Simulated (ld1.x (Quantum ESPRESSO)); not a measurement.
# Which setting gave this result? (V, TM)

Base potential:

V (Z = 23), norm-conserving Troullier–Martins (Kleinman–Bylander form), made with ld1.x (Quantum ESPRESSO) 7.5 (LDA (PZ), scalar-relativistic). Core [Ne], reference 3s2 3p6 3d3 4s2 4p0. Waves: 3s (bound): rc 1.45 bohr; 3p (bound): rc 1.25 bohr; 3d (bound): rc 2.15 bohr. Local part: the d channel. Core correction: none.

Occupied shells without a wave of their own: 4s. They enter only through the test configuration that unscreens the potential.

Cutoffs, loose and tight: the cutoffs (Ry, on a coarse ladder) from which the occupation-weighted sum of valence levels, in a spherical-Bessel basis at the reference potential, stays within 10 and 1 mRy of its value at 400 Ry. They do not see the model core or the augmentation charge, which bear on the density cutoff. Test errors are all-electron minus pseudo excitation energies from the reference, over the configurations 3s2 3p6 3d3 4s1 4p0; 3s2 3p6 3d3 4s0 4p0; 3s2 3p6 3d2 4s0 4p0; 3s2 3p6 3d3 4s1 4p1; 3s2 3p6 3d3 4s1.5 4p0; 3s2 3p6 3d2 4s2 4p1; 3s2 3p6 3d3 4s0 4p1 (two spin-polarised tests are not counted in the largest error); variants that change the core or the reference have their own tests. The largest error is taken over the tests solved by every variant that gives reliable tests at all, those not shown here included: 3s2 3p6 3d2 4s0 4p0; 3s2 3p6 3d3 4s0 4p0; 3s2 3p6 3d3 4s0 4p1; 3s2 3p6 3d3 4s1 4p0; 3s2 3p6 3d3 4s1 4p1; 3s2 3p6 3d3 4s1.5 4p0.

Only the scale of all radii (base = 1) is moved (4 further runs of the sweep failed or gave no value and are left out):

```json
{"scale of all radii (base = 1)": "0.77", "cutoff, loose": "110 Ry", "cutoff, tight": "200 Ry", "bound ghosts": "none", "largest test error (meV)": "+72", "median size of the test errors": "45.8 meV"}
{"scale of all radii (base = 1)": "0.85", "cutoff, loose": "100 Ry", "cutoff, tight": "160 Ry", "bound ghosts": "none", "largest test error (meV)": "-242", "median size of the test errors": "76.8 meV"}
{"scale of all radii (base = 1)": "0.89", "cutoff, loose": "90 Ry", "cutoff, tight": "120 Ry", "bound ghosts": "none", "largest test error (meV)": "-606", "median size of the test errors": "183.3 meV"}
{"scale of all radii (base = 1)": "0.98", "cutoff, loose": "70 Ry", "cutoff, tight": "100 Ry", "bound ghosts": "none", "largest test error (meV)": "-2115", "median size of the test errors": "467.8 meV"}
{"scale of all radii (base = 1)": "1.09", "cutoff, loose": "50 Ry", "cutoff, tight": "90 Ry", "bound ghosts": "none", "largest test error (meV)": "-6854", "median size of the test errors": "1348.8 meV"}
```

One more run gave cutoff, loose: 55 Ry; cutoff, tight: 90 Ry; bound ghosts: none; largest test error (meV): -4001; median size of the test errors: 813.4 meV. Which value of the scale of all radii (base = 1) was used?

1.04. The median size of the test errors moves one way along this sweep, from 45.8 meV at 0.77 to 1348.8 meV at 1.09, which places the run between 0.98 and 1.09.
